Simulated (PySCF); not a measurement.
# C₆ coefficients of unlike pairs at TPSS

Calculated with PySCF 2.14 from the dipole response of each species, C₆(A,B) = (3/π) ∫ α_A(iu) α_B(iu) du, in atomic units, from isotropic polarisabilities. For ions this is the dispersion term alone; charge-induced terms of lower order in 1/R come first.

```json
{"species": "Ar(2+)", "configuration": "[Ne] 3s2 3p4 (3P)", "basis": "aug-cc-pV(5+d)Z (8s7p6d4f3g2h)", "relativity": "none", "α (bohr³)": "4.816", "C₆ (like pair)": "17.02"}
{"species": "As(2+)", "configuration": "[Ar] 3d10 4s2 4p1 (2P)", "basis": "aug-cc-pVTZ-DK (7s6p4d2f)", "relativity": "spin-free X2C", "α (bohr³)": "10.32", "C₆ (like pair)": "44.72"}
{"species": "N", "configuration": "[He] 2s2 2p3 (4S)", "basis": "dyall-acv3z (15s9p4d2f)", "relativity": "none", "α (bohr³)": "7.938", "C₆ (like pair)": "27.47"}
```

(1) Estimate C₆ for N with As(2+).

No spin-orbit coupling is included.

The other pairs:

| pair | C₆ |
| --- | --- |
| As(2+), Ar(2+) | 26.68 |
| N, Ar(2+) | 21.14 |

Answers

(1) The integral gives 35.00. The combination rule 2 C_A C_B / (C_A α_B/α_A + C_B α_A/α_B) gives 35.04 and the geometric mean 35.05.
